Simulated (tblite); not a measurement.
Question: Write Cartesian coordinates for `[CH2]C#CC[SiH3]` [radical] as optimised with GFN2-xTB. (Doublet state.)

Answer: 
```xyz
12
C4H7Si angstrom
C      2.8609    0.0556    0.7007
C      1.6315    0.2157    0.1691
C      0.5274    0.3826   -0.3336
C     -0.7910    0.5297   -0.8687
Si    -2.0343   -0.5503    0.1275
H      3.2058    0.6973    1.4917
H      3.5192   -0.7172    0.3463
H     -1.1004    1.5766   -0.8176
H     -0.8062    0.2228   -1.9175
H     -2.0332   -0.1017    1.5187
H     -1.6195   -1.9484    0.0284
H     -3.3591   -0.3633   -0.4709
```

Any rigid rotation of these coordinates is as good. Atoms count from 1 in this order. Si5 (silicon bonded to C and 3 H) is tetrahedral (angles from 107.5° to 111.0°). The 3 C–C bonds span 1.224 Å (C2≡C3, drawn triple) to 1.430 Å (C3–C4, drawn single), a spread of 0.206 Å. The 5 heavy atoms lie in one plane (0.001 Å rms). C1 (carbon bonded to C and 2 H) is planar (angles 120.9°, 120.8° and 118.4°, sum 360.0°, 0.00 Å off the plane of its three neighbours).

Bonds between heavy atoms (Å): C1–C2 1.349, C2≡C3 1.224, C3–C4 1.430, C4–Si5 1.925.

The geometry is computed with GFN2-xTB (gas phase). This method treats the open shell by occupation alone, without spin polarisation.

Point group: Cs (tolerance 0.08 Å). Its GFN2-xTB frequencies are all real (lowest 87 cm⁻¹).

Time: 0.47 s wall. Hardware: Arm Neoverse V2, one thread, on a shared host. That covers the optimisation of the geometry.
